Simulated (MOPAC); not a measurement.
Input for MOPAC: AM1 on TlO, 2S+1 = 2, a spin state set in the input, which need not be the lowest, a point of a bond scan (R = 2.029 Å).

```
AM1 1SCF PRECISE CHARGE=0 UHF MS=0.5 THREADS=1
OTl

O      0.00000000 1     0.00000000 1     0.00000000 1
Tl     0.00000000 1     0.00000000 1     2.02851100 1
```

Program output:

```
*******************************************************************************
 **                                                                           **
 **                              MOPAC v23.2.5                                **
 **                                                                           **
 *******************************************************************************
 ** MOPAC's Digital Object Identifier: https://doi.org/10.5281/zenodo.6511958 **
 **                                                                           **
 ** Please cite the open-source release paper for use of this MOPAC version:  **
 ** J. E. Moussa and J. J. P. Stewart (2026)                                  **
 ** MOPAC: An open-source semiempirical molecular orbital program             **
 ** J. Open Source Softw., 11(119), 8025, https://doi.org/10.21105/joss.08025 **
 *******************************************************************************

                              AM1 CALCULATION RESULTS

 *******************************************************************************
 *  AM1        - The AM1 Hamiltonian to be used
 *  UHF        - UNRESTRICTED HARTREE-FOCK CALCULATION
 *
 *
 *
 *                 CHARGE ON SYSTEM = 0
 *
 *
 *
 *  MS=        - IN MECI, MAGNETIC COMPONENT OF SPIN =  0.5
 *  PRECISE    - TIGHTER CRITERIA TO BE USED
 *  1SCF       - DO 1 SCF AND THEN STOP
 *  THREADS=1  - MULTI-THREADING NOT USED
 *  T=         - A TIME OF 172800.0 SECONDS REQUESTED
 *  DUMP=N     - RESTART FILE WRITTEN EVERY 7200.0 SECONDS REQUESTED
 *******************************************************************************
AM1 1SCF PRECISE CHARGE=0 UHF MS=0.5 THREADS=1
 OTl

   ATOM   CHEMICAL          X               Y               Z
  NUMBER   SYMBOL      (ANGSTROMS)     (ANGSTROMS)     (ANGSTROMS)

     1       O          0.00000000  *   0.00000000  *   0.00000000  *
     2      Tl          0.00000000  *   0.00000000  *   2.02851100  *



          CARTESIAN COORDINATES

    NO.       ATOM           X           Y           Z

     1         O          0.0000      0.0000      0.0000
     2        Tl          0.0000      0.0000      2.0285

  O: (AM1): M.J.S. DEWAR ET AL, J. AM. CHEM. SOC. 107 3902-3909 (1985)
 Tl: (AM1): J. J. P. STEWART, J. MOL. MOD., 10, 155-164 (2004)

           Empirical Formula: O Tl  =     2 atoms



      MOLECULAR POINT GROUP   :   C*v


          UHF CALCULATION, NO. OF ALPHA ELECTRONS =    5
                           NO. OF BETA  ELECTRONS =    4

 -------------------------------------------------------------------------------
 AM1 1SCF PRECISE CHARGE=0 UHF MS=0.5 THREADS=1
 OTl



     1SCF WAS SPECIFIED, SO BFGS WAS NOT USED
     SCF FIELD WAS ACHIEVED


                              AM1 CALCULATION
                                                       MOPAC v23.2.5 Linux




          FINAL HEAT OF FORMATION =         95.47099 KCAL/MOL =     399.45062 KJ/MOL


          COSMO AREA              =         78.46 SQUARE ANGSTROMS
          COSMO VOLUME            =         62.24 CUBIC ANGSTROMS

          IONIZATION POTENTIAL    =          9.234586 EV
          ALPHA SOMO LUMO (EV)    =        -10.179  2.193
          BETA  SOMO LUMO (EV)    =         -9.235  2.030
          NO. OF ALPHA ELECTRONS  =          5
          NO. OF BETA  ELECTRONS  =          4
          MOLECULAR WEIGHT        =        220.3694         POINT GROUP:  C*v

          MOLECULAR DIMENSIONS (Angstroms)

            Atom       Atom       Distance
           Tl     2    O     1     2.02851
           Tl     2    O     1     0.00000
            O     1   Tl     2     0.00000


          SCF CALCULATIONS        =          1





   ATOM   CHEMICAL          X               Y               Z
  NUMBER   SYMBOL      (ANGSTROMS)     (ANGSTROMS)     (ANGSTROMS)

     1       O          0.00000000  *   0.00000000  *   0.00000000  *
     2      Tl          0.00000000  *   0.00000000  *   2.02851100  *

                             CARTESIAN COORDINATES

   1    O        0.000000000     0.000000000     0.000000000
   2   Tl        0.000000000     0.000000000     2.028511000


           Empirical Formula: O Tl  =     2 atoms



      MOLECULAR POINT GROUP   :   C*v


          ALPHA EIGENVALUES
 -31.52305 -13.47343 -10.81457 -10.17854 -10.17854   2.19296   2.19296   3.31742


           BETA EIGENVALUES
 -27.64794 -12.57355  -9.23459  -9.23459   2.02985   2.15654   2.15654   4.21330


              NET ATOMIC CHARGES AND DIPOLE CONTRIBUTIONS

  ATOM NO.   TYPE          CHARGE      No. of ELECS.   s-Pop       p-Pop
    1          O          -0.633636        6.6336     1.91509     4.71855
    2         Tl           0.633636        2.3664     1.95932     0.40704
 DIPOLE           X         Y         Z       TOTAL
 POINT-CHG.     0.000     0.000     6.174     6.174
 HYBRID        -0.000    -0.000    -0.393     0.393
 SUM           -0.000    -0.000     5.781     5.781


          ATOMIC ORBITAL ELECTRON POPULATIONS

     Atom    s        px        py        pz
    1  O   1.91509   1.86022   1.86022   0.99810
    2 Tl   1.95932   0.13978   0.13978   0.12749


                    (SZ)    =    0.500000
                    (S**2)  =    0.761047


          ATOMIC ORBITAL SPIN POPULATIONS

    Atom   Total    s     px     py     pz
         Atomic
    1  O  1.0182  0.015  0.023  0.023  0.957
    2 Tl -0.0182  0.000 -0.023 -0.023  0.028

 **********************
 *                    *
 * JOB ENDED NORMALLY *
 *                    *
 **********************




 == MOPAC DONE ==
```

The run finished.

Cost: roughly 0.03 core-seconds.
